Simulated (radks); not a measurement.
Values are calculated unless marked as measured or tabulated.
The mean radii <r> (bohr) of the occupied orbitals of an atom or ion are listed with their occupations. Code: a radial shooting solver on a logarithmic mesh with Libxc functionals. Model: Dirac Kohn-Sham, BLYP, spin-unpolarised, spherical densities, finite nucleus; Fermi nuclear charge, rms radius of each element as measured or else 0.836 A^(1/3) + 0.57 fm.

| orbital | occ. | <r> |
|---|---|---|
| 1s1/2 | 2 | 0.03185 |
| 2s1/2 | 2 | 0.1380 |
| 2p1/2 | 2 | 0.1171 |
| 2p3/2 | 4 | 0.1221 |
| 3s1/2 | 2 | 0.3791 |
| 3p1/2 | 2 | 0.3712 |
| 3p3/2 | 4 | 0.3820 |
| 3d3/2 | 4 | 0.3554 |
| 3d5/2 | 6 | 0.3589 |
| 4s1/2 | 2 | 0.9318 |
| 4p1/2 | 2 | 0.9939 |
| 4p3/2 | 4 | 1.022 |
| 4d3/2 | 4 | 1.248 |
| 4d5/2 | 2 | 1.260 |

Name the element and its charge. Open shells, if any, fill j = l - 1/2 first.

Answer. Z = 46, palladium, charge +4: Pd4+ in [Kr] 4d6. The 1s radius gives Z: for a bare nucleus <r> = (2 gamma + 1)/(2Z) with gamma = sqrt(1 - (Z/c)^2), 0.03135 bohr for Z = 46, and screening makes it slightly larger (0.03185 here). The occupations add up to 42, and the charge is Z minus that.
